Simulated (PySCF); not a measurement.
HNP (SMILES N#[PH+]), charge +1, singlet, at a GFN2-xTB geometry; PySCF with B97M-V/6-311G**.

PySCF was given this input:
```python
from pyscf import gto, scf, dft

mol = gto.Mole()
mol.atom = '''
    N    -0.000000   -0.000000   -1.070589
    P     0.000000    0.000000    0.380437
    H     0.000000    0.000000    1.787577
'''
mol.basis = '6-311g**'
mol.charge = 1
mol.spin = 0
mol.verbose = 4
mol.build()

mf = dft.RKS(mol)
mf.xc = 'b97m_v'
mf.grids.atom_grid = (99, 590)
mf.grids.prune = None
mf.kernel()
```

Question: What does PySCF print? Leave out banner, timings and long lists.

Answer: 
```
PySCF version 2.14.0

[INPUT] verbose = 4
[INPUT] num. atoms = 3
[INPUT] num. electrons = 22
[INPUT] charge = 1
[INPUT] spin (= nelec alpha-beta = 2S) = 0
[INPUT] symmetry False subgroup None
[INPUT] Mole.unit = angstrom
[INPUT] Symbol           X                Y                Z      unit          X                Y                Z       unit  Magmom
[INPUT]  1 N      0.000000000000   0.000000000000  -1.070589000000 AA    0.000000000000   0.000000000000  -2.023120001972 Bohr   0.0
[INPUT]  2 P      0.000000000000   0.000000000000   0.380437000000 AA    0.000000000000   0.000000000000   0.718921737651 Bohr   0.0
[INPUT]  3 H      0.000000000000   0.000000000000   1.787577000000 AA    0.000000000000   0.000000000000   3.378030956572 Bohr   0.0

nuclear repulsion = 45.2296405877522
number of shells = 24
number of NR pGTOs = 84
number of NR cGTOs = 50
basis = 6-311g**
ecp = {}

******** <class 'pyscf.dft.rks.RKS'> ********
method = RKS
initial guess = minao
damping factor = 0
level_shift factor = 0
DIIS = <class 'pyscf.scf.diis.CDIIS'>
diis_start_cycle = 1
diis_space = 8
diis_damp = 0
SCF conv_tol = 1e-09
SCF conv_tol_grad = None
SCF max_cycles = 50
direct_scf = True
direct_scf_tol = 1e-13
XC library pyscf.dft.libxc version 7.1.2
    S. Lehtola, C. Steigemann, M. J. T. Oliveira, and M. A. L. Marques,  SoftwareX 7, 1–5 (2018)
XC functionals = b97m_v
    N. Mardirossian and M. Head-Gordon,  J. Chem. Phys. 142, 074111 (2015)
radial grids:
    Treutler-Ahlrichs [JCP 102, 346 (1995); DOI:10.1063/1.469408] (M4) radial grids

becke partition: Becke, JCP 88, 2547 (1988); DOI:10.1063/1.454033
pruning grids: None
grids dens level: 3
symmetrized grids: False
atomic radii adjust function: <function treutler_atomic_radii_adjust>
User specified grid scheme (99, 590)
** Following is NLC and NLC Grids **
NLC functional = b97m_v
radial grids:
    Treutler-Ahlrichs [JCP 102, 346 (1995); DOI:10.1063/1.469408] (M4) radial grids

becke partition: Becke, JCP 88, 2547 (1988); DOI:10.1063/1.454033
pruning grids: <function nwchem_prune>
grids dens level: 3
symmetrized grids: False
atomic radii adjust function: <function treutler_atomic_radii_adjust>
small_rho_cutoff = 0
Set gradient conv threshold to 3.16228e-05
Initial guess from minao.
tot grids = 175232
tot grids = 42896
init E= -396.705750844869
  HOMO = -0.366500058125296  LUMO = -0.131425177118746  gap/eV = 6.39671
cycle= 1 E= -396.01331076836  delta_E= 0.692  |g|= 0.671  |ddm|= 1.67
  HOMO = -0.570837736284982  LUMO = -0.386626287327854  gap/eV = 5.01265
cycle= 2 E= -393.310876034422  delta_E=  2.7  |g|= 2.68  |ddm|= 3.19
  HOMO = -0.642325329262377  LUMO = -0.425926352655233  gap/eV = 5.88852
cycle= 3 E= -396.142438365258  delta_E= -2.83  |g|= 0.162  |ddm|=  2.9
  HOMO = -0.602165883527694  LUMO = -0.407747785693079  gap/eV = 5.29039
cycle= 4 E= -396.147173146076  delta_E= -0.00473  |g|= 0.0978  |ddm|= 0.221
  HOMO = -0.616343489282066  LUMO = -0.414211825918735  gap/eV = 5.50028
cycle= 5 E= -396.149537731738  delta_E= -0.00236  |g|= 0.0178  |ddm|= 0.071
  HOMO = -0.616318086545274  LUMO = -0.414135246531073  gap/eV = 5.50168
cycle= 6 E= -396.14961516074  delta_E= -7.74e-05  |g|= 0.00493  |ddm|= 0.0104
  HOMO = -0.616412916333735  LUMO = -0.413807095710467  gap/eV = 5.51319
cycle= 7 E= -396.14962152295  delta_E= -6.36e-06  |g|= 0.00205  |ddm|= 0.00276
  HOMO = -0.616413056604383  LUMO = -0.413771920587341  gap/eV = 5.51415
cycle= 8 E= -396.149622582852  delta_E= -1.06e-06  |g|= 0.000182  |ddm|= 0.00122
  HOMO = -0.616413863305957  LUMO = -0.413762245777318  gap/eV = 5.51443
cycle= 9 E= -396.149622592254  delta_E= -9.4e-09  |g|= 1.74e-05  |ddm|= 0.000175
  HOMO = -0.616415255544301  LUMO = -0.413765111366826  gap/eV = 5.51439
cycle= 10 E= -396.149622592347  delta_E= -9.35e-11  |g|= 1.71e-06  |ddm|= 2.03e-05
  HOMO = -0.616415135750899  LUMO = -0.413764956657832  gap/eV = 5.51439
Extra cycle  E= -396.14962259234  delta_E= 7.5e-12  |g|= 5.86e-06  |ddm|= 4.6e-06
converged SCF energy = -396.14962259234
```
